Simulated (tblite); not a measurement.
Species: C₈H₁₁P.
Bonds: C1–C2 (double), C2–P3, P3–C4, C4–C5 (double), C5–C6, C6–C7, C6–C8, C8–C9 (double), P3–C9. Hydrogens: H10, H11 on C1; H12 on C2; H13 on C4; H14 on C5; H15 on C6; H16, H17, H18 on C7; H19 on C8; H20 on C9.

Structure optimised with GFN2-xTB, isolated species.

Q: What internal coordinates does the optimisation give?

A: 
```csv
bond,length (Å)
C1=C2,1.323
C2–P3,1.829
"P3–C4, P3–C9",1.814
"C4=C5, C8=C9",1.325
"C5–C6, C6–C8",1.503
C6–C7,1.537
C1–H10,1.078
C1–H11,1.079
C2–H12,1.084
"C4–H13, C9–H20",1.082
"C5–H14, C8–H19",1.082
C6–H15,1.095
"C7–H16, C7–H17, C7–H18",1.088
```

Bonds in one row agree within 0.01 Å and their mean is given. A selection of angles:
```csv
angle,degrees
C2–C1–H10,121.5
C2–C1–H11,122.2
H10–C1–H11,116.2
C1–C2–P3,122.3
C1–C2–H12,121.1
P3–C2–H12,116.5
C2–P3–C4,98.6
C2–P3–C9,98.4
C4–P3–C9,95.7
P3–C4–C5,122.0
P3–C4–H13,116.2
C5–C4–H13,121.7
C4–C5–C6,123.1
C4–C5–H14,120.8
C6–C5–H14,116.1
C5–C6–C7,109.7
C5–C6–C8,110.9
C5–C6–H15,109.2
C7–C6–H15,108.4
C6–C7–H16,110.5
H16–C7–H17,108.9
```

Dihedral angles: C1–C2–P3–C4 -179° (antiperiplanar); C2–P3–C4–C5 -134° (anticlinal); P3–C4–C5–C6 2° (synperiplanar); C4–C5–C6–C7 -82° (synclinal); C5–C6–C8–C9 -39° (synclinal); C6–C8–C9–P3 -1° (synperiplanar); C2–P3–C9–C8 134° (anticlinal). The mirror-image conformer, all signs reversed, is as good.

Of the pairs four or more bonds apart, P3···H18 is among the closest relative to their van der Waals radii: 2.90 Å, 97 % of the sum of Bondi's values. P3 (phosphine phosphorus) is pyramidal (angles 98.6°, 98.4° and 95.7°, sum 292.7°, 0.90 Å off the plane of its three neighbours). The 6-membered ring P3–C4–C5–C6–C8–C9 has internal angles of 95.7° to 123.3° (sum 697°, against 720° for a flat polygon); it is puckered, 0.24 Å rms from its mean plane, widest ring torsion 39°. The 6 C–C bonds span 1.323 Å (C1=C2, drawn double) to 1.537 Å (C6–C7, drawn single), a spread of 0.214 Å.

Point group: C1 (no symmetry element, even within 0.4 Å). GFN2-xTB frequencies show an imaginary mode (45i cm⁻¹), so the point is no minimum at that level. 3 starts were optimised and ended at 0.00, 0.03 and 0.52 kcal/mol (GFN2-xTB); the lowest of these is shown.

The run took 0.81 s on an Intel Xeon Platinum 8488C with one thread, shared host with 96 logical CPUs at a one-minute load of 33. That covers the optimisation of the geometry.

The numbers are calculated, not measured.
